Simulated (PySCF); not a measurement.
Simulation results for H3NSi2

All values are calculated (PySCF 2.14.0). Calculation on a computer-drawn molecule: the log of a Hartree-Fock and frozen-core CCSD(T) single point meant for a local Hartree-Fock minimum, with one planted fault or none, to be diagnosed. Offsets are logged minus clean, where the clean run is the same molecule without the fault. The reference is restricted for singlets and unrestricted otherwise, and also for a bond in bohr or an excited solution. Adding or removing an electron swaps singlet and doublet. The excited solution moves the top pair (singlet) or top alpha electron (doublet) to the lowest empty orbital. Highest occupied and lowest empty are orbital energies over both spins, largest force is the largest gradient component, triples share is (T) over the correlation energy, the T1 limit is 0.02 restricted and 0.045 unrestricted, electrons count all cores, a negative frequency is imaginary (commonest isotopes), and the dipole is about the centre of nuclear charge.

Common to all runs: meant charge 0; meant multiplicity 1; meant basis cc-pV(D+d)Z; logged SCF converged yes; logged CC converged yes; logged SCF stable within its kind yes; possible faults no fault, one electron removed, one electron added, multiplicity raised by two, geometry at a saddle point, SCF held on an excited solution, minimal basis STO-3G, one bond length entered in bohr, all coordinates scaled.

(1) H3NSi2

Logged structure:
```xyz
6
H3NSi2
Si     1.5479     1.1102     0.0169
N      0.2892     0.0170     0.2576
Si    -0.9585    -0.8634     0.5937
H      2.4115     0.2585    -0.9143
H     -1.0235    -1.7875     1.7359
H     -2.1974    -0.8626    -0.1985
```

* logged electrons: 39
* logged basis functions: 75
* logged spin squared: 1.2036
* logged highest occupied: -0.17424 eV
* logged lowest empty: 6.5012 eV
* logged largest force: 0.039832 hartree/bohr
* logged T1 diagnostic: 0.057676
* logged D1 diagnostic: 0.23401
* logged triples share: 0.038531
* logged dipole magnitude: 6.66 debye
* logged energy HF: -633.97846 hartree
* logged energy CCSD(T): -634.38179 hartree
* planted fault: one electron added
* HF energy offset from clean run: 21.71 kcal/mol
* CCSD(T) energy offset from clean run: 16.6 kcal/mol

Drawn bonds:
```
atom  other atom  order
   1           2      1
   2           3      2
   1           4      1
   3           5      1
   3           6      1
```

Notes: T1 above single-reference limit.

(2) H3NSi2

Logged structure:
```xyz
6
H3NSi2
Si    -1.8803    -0.5498     0.0000
N     -0.3850     0.2965     0.0000
Si     1.1513    -0.0337     0.0000
H     -2.8432     0.6396     0.0000
H      2.1784     1.0189     0.0000
H      1.7788    -1.3715     0.0000
```

- logged electrons: 38
- logged basis functions: 75
- logged spin squared: 0
- logged highest occupied: -7.62 eV
- logged lowest empty: 0.61969 eV
- logged largest force: 4.607e-05 hartree/bohr
- logged lowest frequency: -343.95 cm⁻¹
- logged T1 diagnostic: 0.018073
- logged D1 diagnostic: 0.049064
- logged triples share: 0.035066
- logged dipole magnitude: 4.0553 debye
- logged energy HF: -633.99934 hartree
- logged energy CCSD(T): -634.3885 hartree
- planted fault: geometry at a saddle point
- HF energy offset from clean run: 8.611 kcal/mol
- CCSD(T) energy offset from clean run: 12.39 kcal/mol

Drawn bonds:
```
atom  other atom  order
   1           2      1
   2           3      2
   1           4      1
   3           5      1
   3           6      1
```

(3) H3NSi2

Structure as in entry 1.

- logged electrons: 38
- logged basis functions: 26
- logged spin squared: 0
- logged highest occupied: -4.773 eV
- logged lowest empty: 7.4802 eV
- logged largest force: 0.022218 hartree/bohr
- logged T1 diagnostic: 0.025917
- logged D1 diagnostic: 0.08255
- logged triples share: 0.033101
- logged dipole magnitude: 1.8252 debye
- logged energy HF: -626.57365 hartree
- logged energy CCSD(T): -626.7722 hartree
- planted fault: minimal basis STO-3G
- HF energy offset from clean run: 4668 kcal/mol
- CCSD(T) energy offset from clean run: 4792 kcal/mol

Drawn bonds:
```
atom  other atom  order
   1           2      1
   2           3      2
   1           4      1
   3           5      1
   3           6      1
```

Notes: T1 above single-reference limit.
